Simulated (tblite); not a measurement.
HClSi, triplet, geometry from GFN2-xTB (the spin is typed, not shown lowest); IPEA1-xTB in tblite.

The tblite input:
```
$ tblite run mol.xyz --method ipea1 --charge 0 --spin 2 --json tblite.json --no-restart

# file mol.xyz
3

Si     0.86396504    -0.22610767     0.58191413
H      2.08188360    -0.47765862    -0.16155694
Cl    -0.83396437     0.21430388    -0.46972005
```

What the program printed (banner, timings and long lists left out):

```
xTB calculator
 | screened Coulomb repulsion
 | Coulomb electrostatics
 |  * isotropic Klopman-Ohno-Mataga-Nishimoto electrostatics
 |  * onsite third-order electrostatics
 | DFT-D3(BJ) dispersion correction

halogen bonding energy    0.0000000000000E+00 Eh
repulsion energy          2.4270708948691E-02 Eh
dispersion energy        -6.6709631272735E-04 Eh
number of electrons       1.2000000000000E+01 e
integral cutoff           4.0000000000000E+01 bohr

------------------------------------------------------------
  cycle        total energy    energy error   density error
------------------------------------------------------------
      1     -6.708470289865  -6.7320739E+00   3.0688720E-01
      2     -6.712250898608  -3.7806087E-03   1.7797902E-01
      3     -6.712092869820   1.5802879E-04   3.5954503E-02
      4     -6.712419614015  -3.2674419E-04   2.7210134E-03
      5     -6.712420828174  -1.2141594E-06   7.0425278E-04
      6     -6.712420880155  -5.1981135E-08   1.3165671E-04
      7     -6.712420892235  -1.2079915E-08   3.3161030E-05
      8     -6.712420892299  -6.4262373E-11   1.0305836E-06
------------------------------------------------------------

electronic energy        -6.7360245049353E+00 Eh
total energy             -6.7124208922993E+00 Eh

Post processing:
 | Mayer-Wiberg bond orders

[Info] JSON dump of results written to 'tblite.json'
```
